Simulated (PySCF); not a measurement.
A composite method against measured constants

PySCF. The composite is CCSD(T) extrapolated to the basis-set limit from two correlation-consistent sets, with core-valence (CV) and scalar-relativistic (SR) terms as its label shows; it has no spin–orbit coupling and nothing beyond (T). Measured values: Huber and Herzberg, Constants of Diatomic Molecules (1979).

```tsv
molecule	composite	Re computed (Å)	Re measured (Å)	ωe computed (cm⁻¹)	ωe measured (cm⁻¹)
AlI	CCSD(T)/CBS(TQ)+CV	2.5384	2.537102	317.8	316.1
AlCl	CCSD(T)/CBS(TQ)+CV+SR	2.1331	2.130113	482.7	481.3
SnS	CCSD(T)/CBS(DT)+CV	2.2118	2.209026	488.3	487.26
Br2	CCSD(T)/CBS(TQ)	2.2893	2.28105	328.4	325.321
NO⁺	CCSD(T)/CBS(TQ)+CV+SR	1.0625	1.06322	2390.6	2376.42
CS	CCSD(T)/CBS(TQ)+CV+SR	1.5351	1.534941	1291.9	1285.08
CaS	CCSD(T)/CBS(DT)+CV	2.3280	2.3178	455.2	462.23
BrCl	CCSD(T)/CBS(TQ)+CV	2.1346	2.136065	450.2	444.276
```

Give the mean absolute errors, and the molecules missed most.

Re 3.5 mÅ, most for CaS (+10.2 mÅ); ωe 5.1 cm⁻¹, most for NO⁺ (+14.2 cm⁻¹).

The molecules are drawn from runs that passed checks on state, spin purity and fit, so the hardest cases are missing and the errors look smaller than over all diatomics.

Correlated steps freeze the inner cores (2 to 18 orbitals); shallow outer-core shells are correlated. Spin–orbit coupling is left out. The CCSD T1 diagnostic is raised in CS, CaS, SnS, a sign that a single reference may not be enough there.
